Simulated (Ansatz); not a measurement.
F2H5NO2Si2 (`O[SiH2]N[Si](O)(F)F`) at its PBE0-D4/def2-TZVP geometry, where that method's forces vanish. The species carries charge 0 and has multiplicity 1.

```
atom   x (Å)   y (Å)   z (Å)
  O1   1.515   0.462   1.294
 Si2   0.461  -0.774   1.466
  N3  -0.675  -0.710   0.150
 Si4  -0.599   0.175  -1.278
  O5   0.053   1.634  -0.965
  F6   0.260  -0.488  -2.434
  F7  -2.058   0.300  -1.877
  H8   1.175   1.251   0.860
  H9   1.268  -2.017   1.467
 H10  -0.335  -0.713   2.721
 H11  -1.536  -1.222   0.286
 H12   0.471   2.101  -1.691
```

**Question.** For each bond, give half the difference of the two atoms' forces along it (eV/Å; positive pushes the atoms apart) under PBE-D4, r2SCAN-D4, B3LYP-D4, ωB97M-V in def2-TZVPP. (Estimate.)

**Answer.** Computed: 
```
   bond  length (Å)  PBE-D4  r2SCAN-D4  B3LYP-D4  ωB97M-V
 O1–Si2       1.634    0.30       0.05      0.16     0.17
  O1–H8       0.963    0.35       0.01     -0.04    -0.08
 Si2–N3       1.739   -0.01      -0.02      0.10     0.06
 Si2–H9       1.482    0.02      -0.02     -0.14    -0.18
Si2–H10       1.487    0.00      -0.03     -0.14    -0.17
 N3–Si4       1.682   -0.04       0.00     -0.02    -0.03
 N3–H11       1.011    0.15       0.02     -0.04    -0.03
 Si4–O5       1.629    0.20       0.04      0.08     0.07
 Si4–F6       1.585    0.41       0.04      0.15     0.11
 Si4–F7       1.582    0.42       0.04      0.12     0.11
 O5–H12       0.959    0.31       0.01     -0.03    -0.06
```

B3LYP here is the variant with VWN-RPA as its local correlation; programs differ in this.
